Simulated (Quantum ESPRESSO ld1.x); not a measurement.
The numbers below are computed, except where a source is named.
Task: These are the eigenvalues of the occupied orbitals of an atom or ion with whole-number occupations (Ry). Code: ld1.x of Quantum ESPRESSO 7.5. Model: Dirac Kohn-Sham, PBEsol, spin-unpolarised, spherical densities, point nucleus.

orbital  eigenvalue
1s1/2      -1533.31
2s1/2      -219.731
2p1/2      -202.746
2p3/2      -194.062
3s1/2      -39.2301
3p1/2      -32.7034
3p3/2      -31.2510
3d3/2      -19.6949
3d5/2      -19.4156
4s1/2      -6.56913
4p1/2      -4.66198
4p3/2      -4.44463
4d3/2      -1.66077
4d5/2      -1.63812

Which element is it, and in what charge state? The configuration may be excited. Open shells, if any, fill j = l - 1/2 first.

Result: Z = 43, technetium, charge +2: Tc2+ in [Kr] 4d5. The list shows which subshells hold electrons but not how many an open one holds; the 1s level, -766.65 hartree, gives Z - s = 39.2 by -(Z - s)^2/2, which with screening and relativity narrows Z to a few neighbours, and the depths of the outer levels then fix element, charge and occupations together.
